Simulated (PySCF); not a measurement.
**Excited states of SMILES N1BC=CC=C1, C4H6BN**

Method: TDDFT CAM-B3LYP/def2-TZVPD excited states, vertical, gas phase (PySCF 2.14.0). Geometry: PBE0-D3(BJ)/def2-TZVP.

Input:
```
{"job": {"kind": "states", "xc": "CAM-B3LYP", "basis": "def2-TZVPD", "tpa": true, "nstates": 8, "nquad": 6, "ntriplets": 0}, "charge": 0, "multiplicity": 1}
B      1.207963     0.719998    -0.017216
C     -0.129236     1.413743     0.040814
C     -1.266911     0.652130     0.044366
C     -1.221371    -0.761774    -0.005205
C     -0.023570    -1.404545    -0.058536
N      1.138959    -0.708158    -0.064747
H      2.290132     1.226952    -0.028490
H     -0.235663     2.493067     0.079848
H     -2.246953     1.120967     0.085922
H     -2.132866    -1.344528    -0.001443
H      0.044639    -2.485546    -0.097588
H      1.980470    -1.261408    -0.106152
```
Coordinates are in Å.

Command: `OMP_NUM_THREADS=1 python excited_run.py task.json out`

Problem. Show the output.

Solution. H and L stand for HOMO and LUMO.
```
coarse grid: 10216 points
cycle   1  E = -235.5908351305  dE =  1.121e+00  |g| = 4.014e-01  |ddm| = 3.950e+00
cycle   2  E = -235.5970353326  dE = -6.200e-03  |g| = 3.986e-01  |ddm| = 1.294e+00
cycle   3  E = -235.6371791178  dE = -4.014e-02  |g| = 5.317e-02  |ddm| = 6.394e-01
cycle   4  E = -235.6377456742  dE = -5.666e-04  |g| = 3.241e-02  |ddm| = 9.148e-02
cycle   5  E = -235.6379996934  dE = -2.540e-04  |g| = 5.091e-03  |ddm| = 4.216e-02
cycle   6  E = -235.6380069761  dE = -7.283e-06  |g| = 2.623e-03  |ddm| = 8.439e-03
final grid: 99264 points
cycle   7  E = -235.6296142629  dE = -3.934e-05  |g| = 6.674e-03  |ddm| = 2.031e-01
cycle   8  E = -235.6296103692  dE =  3.894e-06  |g| = 8.253e-03  |ddm| = 1.567e-02
cycle   9  E = -235.6296235172  dE = -1.315e-05  |g| = 6.291e-04  |ddm| = 5.672e-03
cycle  10  E = -235.6296236195  dE = -1.022e-07  |g| = 3.281e-04  |ddm| = 1.382e-03
cycle  11  E = -235.6296236562  dE = -3.671e-08  |g| = 8.830e-05  |ddm| = 5.477e-04
cycle  12  E = -235.6296236605  dE = -4.272e-09  |g| = 4.237e-05  |ddm| = 2.120e-04
cycle  13  E = -235.6296236614  dE = -9.754e-10  |g| = 1.342e-05  |ddm| = 1.102e-04
converged SCF energy = -235.6296236614

Singlet excitations
state   eV       nm        f     d(h-e)  d(exc)  Lambda  PR(NTO)  |dmu|/D   mu/D   delta(TPA)   sigma/GM   main configurations
  1   5.1202   242.1   0.17324   0.328   2.669   0.751   1.299    0.992    3.046       45.55      0.438   H->L 0.92
  2   5.6853   218.1   0.00023   1.603   4.056   0.268   1.012    6.471    4.909       68.27      0.808   H->L+1 0.93
  3   6.1389   202.0   0.08819   0.291   2.844   0.696   1.589    0.811    1.891       92.82      1.282   H->L+2 0.65, H-1->L 0.17, H->L+3 0.14
  4   6.5285   189.9   0.00053   0.586   4.148   0.467   1.051    2.576    3.255       36.48      0.570   H->L+3 0.77, H->L+2 0.16
  5   6.6267   187.1   0.00473   0.624   2.681   0.481   1.062    1.351    0.939        0.06      0.001   H-2->L 0.94
  6   6.6732   185.8   0.04844   0.473   4.358   0.255   1.090    1.934    0.825        7.26      0.118   H->L+4 0.86
  7   7.2002   172.2   0.45294   0.379   2.750   0.706   1.738                                            H-1->L 0.74, H->L+2 0.14
  8   7.2031   172.1   0.00220   0.485   3.907   0.288   1.050                                            H->L+5 0.54, H->L+7 0.37
```

Singlets 7 and 8 lie within 0.01 eV of each other, so their separate moments and overlaps can depend on how they mix.

It took 34 s wall time on 1 thread of an Intel Xeon 6975P-C, shared host, peak memory 1.1 GiB.
